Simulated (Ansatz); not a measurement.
(1) Predict a relaxed structure of `C[Si](C)(C)C#Cc1sc(-c2sc(-c3sc(-c4sc(C#C[Si](C)(C)C)c5c4OCCO5)c4c3OCCO4)c3c2OCCO3)c2c1OCCO2`, charge 0, singlet, at PBE-D4/def2-SVP (Ansatz).

Results:

(1) 
Cartesian coordinates in Å:
```
C 9.505 -3.042 7.066
Si 7.683 -3.536 6.944
C 7.526 -5.314 6.312
C 6.845 -3.376 8.633
C 6.857 -2.401 5.751
C 6.316 -1.632 4.943
C 5.698 -0.767 4.031
S 3.996 -0.924 3.601
C 4.062 0.428 2.483
C 2.909 0.798 1.711
S 1.769 -0.430 1.170
C 0.748 0.753 0.360
C -0.450 0.391 -0.332
S -1.442 1.566 -1.194
C -2.585 0.329 -1.719
C -3.727 0.627 -2.527
S -4.849 -0.611 -3.074
C -5.838 0.558 -3.955
C -6.979 0.161 -4.662
C -7.985 -0.208 -5.286
Si -9.474 -0.761 -6.218
C -10.501 -1.898 -5.108
C -8.923 -1.699 -7.767
C -10.477 0.768 -6.705
C -5.303 1.843 -3.811
C -4.125 1.876 -3.015
O -3.437 3.029 -2.758
C -3.798 4.077 -3.660
C -5.312 4.160 -3.813
O -5.843 2.957 -4.374
C -2.195 -0.920 -1.228
C -1.005 -0.886 -0.457
O -0.455 -2.002 0.105
C -0.987 -3.207 -0.455
C -2.504 -3.126 -0.578
O -2.888 -2.071 -1.467
C 1.305 2.027 0.503
C 2.505 2.059 1.268
O 3.145 3.224 1.571
C 2.748 4.293 0.712
C 1.232 4.348 0.570
O 0.732 3.149 -0.027
C 5.348 0.976 2.466
C 6.259 0.316 3.344
O 7.562 0.686 3.472
C 7.821 1.969 2.894
C 7.152 2.095 1.532
O 5.731 2.000 1.649
H 9.608 -1.996 7.420
H 10.042 -3.703 7.777
H 10.003 -3.119 6.078
H 8.004 -5.424 5.318
H 8.013 -6.024 7.013
H 6.460 -5.605 6.212
H 5.769 -3.639 8.568
H 7.321 -4.052 9.374
H 6.918 -2.337 9.015
H -11.405 -2.257 -5.644
H -9.912 -2.783 -4.796
H -10.830 -1.367 -4.192
H -9.801 -2.049 -8.350
H -8.307 -1.052 -8.424
H -8.314 -2.586 -7.496
H -11.383 0.474 -7.275
H -9.876 1.450 -7.339
H -10.801 1.332 -5.807
H -3.326 3.900 -4.654
H -3.393 5.016 -3.235
H -5.779 4.351 -2.819
H -5.593 4.981 -4.500
H -0.690 -4.030 0.224
H -0.535 -3.388 -1.457
H -2.915 -4.063 -1.002
H -2.957 -2.955 0.425
H 3.217 4.166 -0.292
H 3.132 5.226 1.168
H 0.764 4.493 1.572
H 0.926 5.183 -0.090
H 8.921 2.059 2.806
H 7.449 2.771 3.573
H 7.532 1.297 0.852
H 7.367 3.082 1.077
```
 This is one stationary point.

Single mean-field runs in def2-SVP are fitted with def2-universal-jkfit.
